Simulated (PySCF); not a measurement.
C8H10P2.
Bonds: P1–P2, P2–C3, C3–C4, C4–C5 (aromatic), C5–C6 (aromatic), C6–C7 (aromatic), C7–C8 (aromatic), C8–C9 (aromatic), C9–C10, P2–C10, C4–C9 (aromatic). Hydrogens: H11, H12 on P1; H13, H14 on C3; H15 on C5; H16 on C6; H17 on C7; H18 on C8; H19, H20 on C10.

Definitions: NICS(0) = −σiso at the ring centroid; NICS(1) = −σiso and NICS(1)zz = −σzz at ±1 Å along the ring normal z. Level: GIAO PBE0/pcSseg-1 (PySCF, non-relativistic, gas phase) on the GFN2-xTB geometry, one conformer.

Ring bond lengths (Å), with Mayer bond orders in brackets: P2–C3 1.868 (0.95), C3–C4 1.499 (1.03), C4–C9 1.392 (1.34), C9–C10 1.499 (1.02), C10–P2 1.868 (0.95); C4–C5 1.383 (1.45), C5–C6 1.385 (1.44), C6–C7 1.385 (1.44), C7–C8 1.386 (1.44), C8–C9 1.384 (1.45), C9–C4 1.392 (1.34).

Problem. Give the NICS values of each ring in ppm.

Solution. 
```tsv
ring	type	NICS(0)	NICS(1), two faces	NICS(1)zz, two faces	rms pucker (Å)	centre to ring atoms, mean (Å)
P2–C3–C4–C9–C10	5-membered ring with P; formal bonds 1 aromatic, 4 single	-1.6	-2.1 / -3.4	-1.0 / -1.8	0.14	1.37
C4–C5–C6–C7–C8–C9	6-membered carbocycle; formal bonds all aromatic	-8.5	-11.0 / -11.2	-27.3 / -27.7	0.00	1.39
```

Problem. What can be read from them?

Solution. 
- P2–C3–C4–C9–C10: mean NICS(1)zz -1.4 ppm, near zero. C3, C10 have four or more neighbours; no verdict on aromaticity is drawn.
- C4–C5–C6–C7–C8–C9: mean NICS(1)zz -27.5 ppm, shielded. The ring is flat and has no four-coordinate atom; by the NICS criterion it is aromatic, though in fused rings the probe also feels the neighbouring ring.

Problem. How equal are the bonds by HOMA? HOMA takes Krygowski's 1993 parameters.

Solution. 
- C4–C5–C6–C7–C8–C9: HOMA 1.00 = 1 − EN − GEO, with mean bond length 1.386 Å, EN = α(Ropt − mean)² = 0.001 and GEO = α × variance = 0.002. The geometric and the magnetic index point the same way.

Problem. At the second NICS(1) probe listed for ring P2–C3–C4–C9–C10, 1 Å off the ring, what do the in-plane components average?

Solution. The isotropic value is a third of the trace: (3 × -3.4 − (-1.8))/2 = -4.2 ppm.

Problem. What are the shieldings of the ring atoms and their hydrogens in the same run (means over atoms taken as equivalent)?

Solution. 
```tsv
atoms	environment	σ isotropic (ppm)	principal values of the symmetric part, first atom (ppm)
P2	three-coordinate phosphorus	360.7	259.6, 372.4, 450.0
C3 (×2)	sp3 carbon bound to phosphorus	148.5	121.2, 153.8, 170.5
C4 (×2)	substituted aromatic carbon	39.4	-56.5, 24.9, 149.9
C5 (×2)	aromatic CH carbon	54.1	-50.4, 44.2, 168.5
C6 (×2)	aromatic CH carbon	54.9	-53.0, 41.1, 176.7
H13 (×4)	methylene hydrogen	28.64	22.6, 26.7, 35.1
H15 (×2)	aromatic hydrogen	24.11	19.9, 23.6, 28.8
H16 (×2)	aromatic hydrogen	24.26	20.8, 25.2, 26.8
```
